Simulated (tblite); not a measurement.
Species: C4H7BrS.
Atom-mapped SMILES: `[CH3:1][C:2](=[S:3])[CH2:4][CH2:5][Br:6]` (hydrogens: H7, H8, H9 on C1; H10, H11 on C4; H12, H13 on C5)

Computed with GFN2-xTB (tblite), gas phase: nudged elastic band of 9 images (0 to 8), spring 0.2 eV/Å², climbing image at the end, force threshold 0.05 eV/Å. The top image wasn't refined or checked by frequencies; at this threshold it can lie a kcal/mol or more above the true saddle point of the method.

The band describes a rotation about C4–C5 (chain CH2 carbon, sp3 C–Br carbon), followed by the dihedral C2–C4–C5–Br6, from the optimised start (69°) to a second optimised geometry at 179°.

**Question.** How does the energy change from image to image?

**Answer.** 
```tsv
image	dihedral (°)	E (kcal/mol)	C4–C5 (Å)	C2···Br6 (Å)	largest true force (eV/Å)
0	69	0.00	1.525	3.35	0.01
1	83	0.56	1.528	3.53	0.07
2	97	1.72	1.532	3.70	0.08
3	111	2.77	1.536	3.86	0.06
4	125	3.19	1.538	4.00	0.04
5	138	2.84	1.536	4.10	0.05
6	152	1.99	1.532	4.18	0.06
7	166	1.15	1.528	4.22	0.06
8	179	0.75	1.525	4.23	0.01
```

Barriers of this band. The top is image 4 at 125°: 3.19 kcal/mol forward and 2.44 kcal/mol back; the end lies 0.75 kcal/mol above the start. The central bond is 0.013 Å longer at the top than at the start.

**Question.** What rate follows at 298 K for crossing this barrier forward?

**Answer.** Taking the electronic barrier for the free energy of activation (no zero-point or entropy terms, transmission 1), rate = (kT/h)·exp(−ΔE/kT) ≈ 3 × 10^10 s⁻¹, whose inverse is 4 × 10^-11 s. An error of 1 kcal/mol in the barrier changes this by a factor of 5, and the method and the loose band can each miss by that much or more.

**Question.** How would the two end points share their population at 298 K, from these energies alone?

**Answer.** exp(−ΔE/kT) with ΔE = 0.032 eV gives 0.29 for the higher one (end) against 1 for the lower, without vibrational, rotational or degeneracy terms. GFN2-xTB can put conformers this close in the wrong order.

**Question.** How long is the path, and how are the images spaced?

**Answer.** Cartesian distances between aligned neighbours (all atoms, Å): 0.51, 0.50, 0.49, 0.49, 0.49, 0.49, 0.49, 0.46; the sum is 3.93 Å, and the top lies 51 % of the way along.

The cost below is that of the whole band run. Hardware: an Arm Neoverse V2 with one thread, no GPU (shared host). Cost: 1.7 s wall, 0.19 GiB resident at most.
